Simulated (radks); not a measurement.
Values are calculated unless marked as measured or tabulated.
Minus the highest occupied eigenvalue as an estimate of the ionisation energy, W40+ to W59+. The LB94 potential has the -1/r tail that LDA and GGA lack but no energy functional. Level of theory: scalar-relativistic Kohn-Sham, LB94 model potential, spin-polarised, spherical densities, finite nucleus; open shells are filled with parallel spins first (spin-orbit coupling, left out, can overturn this in heavy ions); Fermi nuclear charge, rms radius 5.3658 fm (a radial shooting solver on a logarithmic mesh with Libxc functionals).

[
 {"species": "W40+", "configuration": "[Ar] 3d10 4s2 4p4", "HOMO": "4p down", "-e(HOMO) (eV)": "1971.1", "<r> (bohr)": "0.411", "IE, NIST (eV)": "1941", "kind": "semi-emp."},
 {"species": "W41+", "configuration": "[Ar] 3d10 4s2 4p3", "HOMO": "4p up", "-e(HOMO) (eV)": "2032.5", "<r> (bohr)": "0.409", "IE, NIST (eV)": "1995", "kind": "semi-emp."},
 {"species": "W42+", "configuration": "[Ar] 3d10 4s2 4p2", "HOMO": "4p up", "-e(HOMO) (eV)": "2089.5", "<r> (bohr)": "0.406", "IE, NIST (eV)": "2149", "kind": "semi-emp."},
 {"species": "W43+", "configuration": "[Ar] 3d10 4s2 4p1", "HOMO": "4p up", "-e(HOMO) (eV)": "2147.0", "<r> (bohr)": "0.404", "IE, NIST (eV)": "2210", "kind": "semi-emp."},
 {"species": "W44+", "configuration": "[Ar] 3d10 4s2", "HOMO": "4s", "-e(HOMO) (eV)": "2375.4", "<r> (bohr)": "0.391", "IE, NIST (eV)": "2355", "kind": "semi-emp."},
 {"species": "W45+", "configuration": "[Ar] 3d10 4s1", "HOMO": "4s up", "-e(HOMO) (eV)": "2436.8", "<r> (bohr)": "0.390", "IE, NIST (eV)": "2414.1", "kind": "semi-emp."},
 {"species": "W46+", "configuration": "[Ar] 3d10", "HOMO": "3d", "-e(HOMO) (eV)": "4061.5", "<r> (bohr)": "0.177", "IE, NIST (eV)": "4057", "kind": "exp."},
 {"species": "W47+", "configuration": "[Ar] 3d9", "HOMO": "3d down", "-e(HOMO) (eV)": "4188.6", "<r> (bohr)": "0.175", "IE, NIST (eV)": "4180", "kind": "semi-emp."},
 {"species": "W48+", "configuration": "[Ar] 3d8", "HOMO": "3d down", "-e(HOMO) (eV)": "4316.9", "<r> (bohr)": "0.174", "IE, NIST (eV)": "4309", "kind": "semi-emp."},
 {"species": "W49+", "configuration": "[Ar] 3d7", "HOMO": "3d down", "-e(HOMO) (eV)": "4446.3", "<r> (bohr)": "0.173", "IE, NIST (eV)": "4446", "kind": "semi-emp."},
 {"species": "W50+", "configuration": "[Ar] 3d6", "HOMO": "3d down", "-e(HOMO) (eV)": "4576.8", "<r> (bohr)": "0.171", "IE, NIST (eV)": "4578", "kind": "semi-emp."},
 {"species": "W51+", "configuration": "[Ar] 3d5", "HOMO": "3d up", "-e(HOMO) (eV)": "4736.2", "<r> (bohr)": "0.170", "IE, NIST (eV)": "4709", "kind": "semi-emp."},
 {"species": "W52+", "configuration": "[Ar] 3d4", "HOMO": "3d up", "-e(HOMO) (eV)": "4871.3", "<r> (bohr)": "0.169", "IE, NIST (eV)": "4927", "kind": "semi-emp."},
 {"species": "W53+", "configuration": "[Ar] 3d3", "HOMO": "3d up", "-e(HOMO) (eV)": "5007.6", "<r> (bohr)": "0.167", "IE, NIST (eV)": "5063", "kind": "semi-emp."},
 {"species": "W54+", "configuration": "[Ar] 3d2", "HOMO": "3d up", "-e(HOMO) (eV)": "5145.0", "<r> (bohr)": "0.166", "IE, NIST (eV)": "5209", "kind": "semi-emp."},
 {"species": "W55+", "configuration": "[Ar] 3d1", "HOMO": "3d up", "-e(HOMO) (eV)": "5283.4", "<r> (bohr)": "0.165", "IE, NIST (eV)": "5348", "kind": "semi-emp."},
 {"species": "W56+", "configuration": "[Ar]", "HOMO": "3p", "-e(HOMO) (eV)": "5825.2", "<r> (bohr)": "0.185", "IE, NIST (eV)": "5719", "kind": "semi-emp."},
 {"species": "W57+", "configuration": "[Ne] 3s2 3p5", "HOMO": "3p down", "-e(HOMO) (eV)": "5949.3", "<r> (bohr)": "0.184", "IE, NIST (eV)": "5840", "kind": "semi-emp."},
 {"species": "W58+", "configuration": "[Ne] 3s2 3p4", "HOMO": "3p down", "-e(HOMO) (eV)": "6073.9", "<r> (bohr)": "0.183", "IE, NIST (eV)": "5970", "kind": "semi-emp."},
 {"species": "W59+", "configuration": "[Ne] 3s2 3p3", "HOMO": "3p up", "-e(HOMO) (eV)": "6218.4", "<r> (bohr)": "0.182", "IE, NIST (eV)": "6093", "kind": "semi-emp."}
]

Reference values: NIST Atomic Spectra Database (exp. = measured, semi-emp. = semi-empirical, theory = theoretical value adopted there). Open shells are spherical and high-spin; term and fine-structure splittings are not resolved. Spin-orbit splitting is averaged out at the scalar-relativistic level.
